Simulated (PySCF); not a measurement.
**Atomic charges by several schemes**

Species: C₃H₇ClOSi.
Z-matrix (Å and degrees, GFN2-xTB geometry), rows numbered from 1:
```
Cl
Si  1  2.0213
O   2  1.6101  1  112.66
C   3  1.3799  2  136.21  1   -58.39
C   4  1.4965  3  122.02  2   -16.21
C   4  1.4977  3  121.12  2    55.92
H   2  1.4601  1  105.86  3  -123.74
H   2  1.4491  1  110.18  3   110.27
H   4  1.0852  3  109.53  2  -160.64
H   5  1.0788  4  117.57  6  -107.58
H   5  1.0789  4  118.25  6   108.85
H   6  1.0787  4  118.24  5  -108.78
H   6  1.0784  4  117.48  5   107.74
```

Density: PBE0/pcSseg-1 (PySCF); schemes: Mulliken, IAO, Hirshfeld and ESP-fitted. The structure is a single GFN2-xTB conformer in the gas phase; no vibrational or solvent corrections.

**Question.** Tabulate the Mulliken, IAO, Hirshfeld and ESP-fitted charges.

**Answer.** In e:

```csv
atom,environment,Mulliken,IAO,Hirshfeld,ESP-fitted
Cl1,silicon-bound chlorine,-0.339,-0.328,-0.113,-0.192
Si2,chlorine-bound silicon,+0.839,+1.016,+0.399,+0.496
O3,silyl ether oxygen,-0.602,-0.617,-0.213,-0.371
C4,sp3 carbon bound to oxygen,+0.111,+0.073,+0.037,+0.105
C5,three-membered-ring carbon,-0.264,-0.319,-0.098,-0.299
C6,three-membered-ring carbon,-0.234,-0.313,-0.100,-0.322
H7,Si–H hydrogen,-0.104,-0.155,-0.077,-0.066
H8,Si–H hydrogen,-0.094,-0.132,-0.072,-0.063
H9,methine hydrogen,+0.116,+0.154,+0.052,+0.122
H10,methylene hydrogen,+0.148,+0.151,+0.046,+0.143
H11,methylene hydrogen,+0.135,+0.155,+0.052,+0.141
H12,methylene hydrogen,+0.134,+0.154,+0.051,+0.146
H13,methylene hydrogen,+0.156,+0.160,+0.036,+0.159
```

Mean size of the charges over all atoms: IAO 0.287 e, Mulliken 0.252 e, ESP-fitted 0.202 e, Hirshfeld 0.104 e. Each set sums to the total charge, 0, to within 0.001 e. The Mulliken scheme gives each basis function's population to the atom it is centred on and halves the overlap population of two atoms between them. The ESP scheme is a least-squares fit of atom-centred charges to the potential on four shells outside the van der Waals surface, with the total charge fixed.

Lowest charge. All schemes agree: Mulliken O3 (-0.602); IAO O3 (-0.617); Hirshfeld O3 (-0.213); ESP-fitted O3 (-0.371).

Highest charge. All schemes agree: Mulliken Si2 (+0.839); IAO Si2 (+1.016); Hirshfeld Si2 (+0.399); ESP-fitted Si2 (+0.496).

**Question.** How many electrons does the IAO scheme count on Cl1?

**Answer.** Z − q = 17 − (-0.328) = 17.328.

**Question.** How closely do the schemes follow one another over all atoms?

**Answer.** Correlation coefficient and root-mean-square difference: Mulliken with IAO 0.99, 0.061 e; IAO with Hirshfeld 0.99, 0.241 e; Mulliken with Hirshfeld 0.98, 0.194 e; IAO with ESP-fitted 0.96, 0.168 e; Mulliken with ESP-fitted 0.96, 0.125 e; Hirshfeld with ESP-fitted 0.93, 0.118 e.

**Question.** Sum the charges by element, for elements with more than one atom.

**Answer.** 
```json
{"element": "C", "atoms": "3", "Mulliken": "-0.388", "IAO": "-0.558", "Hirshfeld": "-0.161", "ESP-fitted": "-0.515"}
{"element": "H", "atoms": "7", "Mulliken": "+0.490", "IAO": "+0.487", "Hirshfeld": "+0.088", "ESP-fitted": "+0.582"}
```
